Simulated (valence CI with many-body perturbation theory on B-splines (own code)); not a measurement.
## E1 transitions of Ho LXII

Calculated by valence CI with perturbative core correlation (CI+MBPT): four valence electrons over a frozen Dirac-Fock core [He], a basis of 11 s, 11 p, 9 d, 7 f, 5 g, 2 h, 1 i functions for each j, with the one-electron correlation potential Σ1, the two-electron term Σ2, the three-electron term Σ3, Breit, model QED; selected CI, second order for the rest (own B-spline code, finite nucleus).

The last digits are not significant, and no measured levels were compared; by estimate large intervals hold to a few tenths of a per cent, small ones and those within an open d or f shell to about a per cent. Among the levels kept, up to 280 cm⁻¹ of a level comes from second order outside the variational space, and about a tenth of that is noise between levels of different J, which matters for small intervals.

Lines 1 to 50 of 247 in falling wavelength, among levels below 728.43 Ry, chosen from the strongest by gf and those to the six lowest levels. Wavelengths and rates use the calculated energies. Electric multipoles are in the length gauge, E1 and E2 with the static RPA response of the core. Weak lines are less certain than strong ones. Lines between different terms over intervals too small for the method are left out, as are lines whose strength nearly cancels. The highest levels of a list are the least certain.

Levels are named by their leading jj configuration (3d3/2^4 stands for four electrons in 3d with j = 3/2), which in mixed levels can hold well under half, so a name can repeat and another be missing. Letters in brackets count levels of one name in rising energy.

```
λ vac (nm)                           Upper                           Lower   A (s⁻¹)  log gf  Branch %
     8.964      (2s 2p1/2 2p3/2 3d5/2) J=5      (2s 2p1/2 2p3/2 3p3/2) J=4  2.95e+10   -0.41      40.5
     8.883          (2s 2p1/2^2 3d5/2) J=3          (2s 2p1/2^2 3p3/2) J=2  3.05e+10   -0.60       0.0
     8.804          (2s^2 2p3/2 3d5/2) J=4          (2s^2 2p3/2 3p3/2) J=3  2.47e+10   -0.59      18.3
     8.778  (2s 2p1/2 2p3/2 3d5/2) J=4 [a]  (2s 2p1/2 2p3/2 3p3/2) J=3 [a]  2.08e+10   -0.66       0.1
     8.717          (2s^2 2p3/2 3d5/2) J=3          (2s^2 2p3/2 3p3/2) J=2  1.79e+10   -0.85       0.0
     8.702  (2s 2p1/2 2p3/2 3d5/2) J=3 [a]  (2s 2p1/2 2p3/2 3p3/2) J=2 [a]  2.08e+10   -0.78       0.0
     8.688  (2s 2p1/2 2p3/2 3d5/2) J=4 [b]  (2s 2p1/2 2p3/2 3p3/2) J=3 [b]  2.57e+10   -0.58       0.0
     8.446          (2s^2 2p1/2 3d5/2) J=3          (2s^2 2p1/2 3p3/2) J=2  3.27e+10   -0.61       0.0
     8.198          (2s 2p1/2^2 3d5/2) J=2          (2s 2p1/2^2 3p3/2) J=1  3.48e+10   -0.76       0.0
     6.334      (2s 2p1/2 2p3/2^2) J=2 [a]              (2s^2 2p3/2^2) J=2  1.76e+09   -2.28       0.2
     5.215          (2s 2p1/2 2p3/2^2) J=3              (2s^2 2p3/2^2) J=2  1.29e+10   -1.43       1.2
     5.171          (2s 2p1/2^2 2p3/2) J=2          (2s^2 2p1/2 2p3/2) J=2  1.05e+10   -1.68      41.1
     4.814          (2s 2p1/2^2 2p3/2) J=2          (2s^2 2p1/2 2p3/2) J=1  1.50e+10   -1.58      58.9
     3.993      (2s 2p1/2 2p3/2^2) J=1 [a]              (2s^2 2p3/2^2) J=2  2.27e+10   -1.79       0.3
     3.904          (2s 2p1/2^2 2p3/2) J=1          (2s^2 2p1/2 2p3/2) J=2  4.24e+10   -1.54       0.9
     3.902  (2s 2p1/2 2p3/2 3d3/2) J=3 [b]  (2s 2p1/2 2p3/2 3p1/2) J=2 [b]  1.31e+11   -0.68       0.0
     3.870      (2s 2p1/2 2p3/2^2) J=2 [b]              (2s^2 2p3/2^2) J=2  2.08e+10   -1.63       0.3
     3.847  (2s 2p1/2 2p3/2 3d3/2) J=2 [d]  (2s 2p1/2 2p3/2 3p1/2) J=1 [c]  1.83e+11   -0.69       0.0
     3.783  (2s 2p1/2 2p3/2 3d3/2) J=2 [b]  (2s 2p1/2 2p3/2 3p1/2) J=2 [b]  2.26e+11   -0.62       0.0
     3.712          (2s^2 2p3/2 3d3/2) J=2          (2s^2 2p3/2 3p1/2) J=2  1.58e+11   -0.79       0.0
     3.711          (2s 2p1/2^2 3p3/2) J=1             (2s 2p1/2^2 3s) J=0  3.24e+11   -0.70       0.1
     3.697          (2s 2p1/2^2 2p3/2) J=1          (2s^2 2p1/2 2p3/2) J=1  9.54e+09   -2.23       0.2
     3.688          (2s^2 2p3/2 3d3/2) J=2          (2s^2 2p3/2 3p1/2) J=1  1.66e+11   -0.77       0.0
     3.684          (2s 2p1/2^2 3d3/2) J=1          (2s 2p1/2^2 3p1/2) J=0  2.24e+11   -0.86       0.1
     3.684  (2s 2p1/2 2p3/2 3d3/2) J=1 [b]  (2s 2p1/2 2p3/2 3p1/2) J=2 [b]  3.54e+11   -0.67       0.0
     3.647  (2s 2p1/2 2p3/2 3d3/2) J=2 [c]  (2s 2p1/2 2p3/2 3p1/2) J=1 [b]  1.65e+11   -0.78       0.1
     3.642          (2s^2 2p3/2 3p3/2) J=1             (2s^2 2p3/2 3s) J=1  4.15e+11   -0.61       2.5
     3.637  (2s 2p1/2 2p3/2 3d3/2) J=3 [c]  (2s 2p1/2 2p3/2 3p1/2) J=2 [c]  3.26e+11   -0.34       0.8
     3.637  (2s 2p1/2 2p3/2 3d3/2) J=2 [a]  (2s 2p1/2 2p3/2 3p1/2) J=1 [a]  1.48e+11   -0.83       0.0
     3.633  (2s 2p1/2 2p3/2 3p3/2) J=1 [b]     (2s 2p1/2 2p3/2 3s) J=1 [a]  2.61e+11   -0.81       0.1
     3.630          (2s^2 2p3/2 3d3/2) J=3          (2s^2 2p3/2 3p1/2) J=2  3.41e+11   -0.33       0.0
     3.630  (2s 2p1/2 2p3/2 3d3/2) J=3 [a]  (2s 2p1/2 2p3/2 3p1/2) J=2 [a]  3.04e+11   -0.38       0.1
     3.622      (2s 2p1/2 2p3/2 3d3/2) J=4      (2s 2p1/2 2p3/2 3p1/2) J=3  3.12e+11   -0.26       5.2
     3.620          (2s^2 2p1/2 3d3/2) J=2          (2s^2 2p1/2 3p1/2) J=1  3.37e+11   -0.48       0.2
     3.616  (2s 2p1/2 2p3/2 3p3/2) J=3 [c]     (2s 2p1/2 2p3/2 3s) J=2 [c]  4.38e+11   -0.22       0.3
     3.615          (2s 2p1/2^2 3d3/2) J=2          (2s 2p1/2^2 3p1/2) J=1  3.23e+11   -0.50       0.2
     3.609  (2s 2p1/2 2p3/2 3p3/2) J=2 [b]     (2s 2p1/2 2p3/2 3s) J=2 [b]  3.17e+11   -0.51       0.2
     3.597  (2s 2p1/2 2p3/2 3p3/2) J=2 [c]     (2s 2p1/2 2p3/2 3s) J=1 [c]  4.45e+11   -0.36       0.2
     3.580  (2s 2p1/2 2p3/2 3p3/2) J=3 [a]     (2s 2p1/2 2p3/2 3s) J=2 [a]  4.13e+11   -0.26       0.1
     3.570          (2s^2 2p3/2 3p3/2) J=3             (2s^2 2p3/2 3s) J=2  5.51e+11   -0.13       7.1
     3.569          (2s^2 2p3/2 3d3/2) J=1          (2s^2 2p3/2 3p1/2) J=1  2.95e+11   -0.77       0.0
     3.557  (2s 2p1/2 2p3/2 3p3/2) J=2 [a]     (2s 2p1/2 2p3/2 3s) J=1 [a]  2.27e+11   -0.67       0.1
     3.538      (2s 2p1/2 2p3/2 3p3/2) J=4         (2s 2p1/2 2p3/2 3s) J=3  4.95e+11   -0.08      25.5
     3.537  (2s 2p1/2 2p3/2 3d3/2) J=3 [b]      (2s 2p1/2 2p3/2 3p1/2) J=3  1.84e+11   -0.62       0.0
     3.537  (2s 2p1/2 2p3/2 3p3/2) J=3 [b]     (2s 2p1/2 2p3/2 3s) J=2 [b]  2.08e+11   -0.56       0.1
     3.518          (2s^2 2p3/2 3d5/2) J=3     (2s 2p1/2 2p3/2 3s) J=2 [a]  1.25e+11   -0.79       0.0
     3.471          (2s^2 2p1/2 3p3/2) J=2             (2s^2 2p1/2 3s) J=1  5.81e+11   -0.28      19.4
     3.466  (2s 2p1/2 2p3/2 3p3/2) J=2 [d]     (2s 2p1/2 2p3/2 3s) J=2 [c]  2.45e+11   -0.66       0.2
     3.455  (2s 2p1/2 2p3/2 3p3/2) J=1 [c]     (2s 2p1/2 2p3/2 3s) J=2 [b]  5.48e+11   -0.53       0.2
     3.426  (2s 2p1/2 2p3/2 3p3/2) J=1 [d]     (2s 2p1/2 2p3/2 3s) J=1 [c]  2.72e+11   -0.84       0.2
```
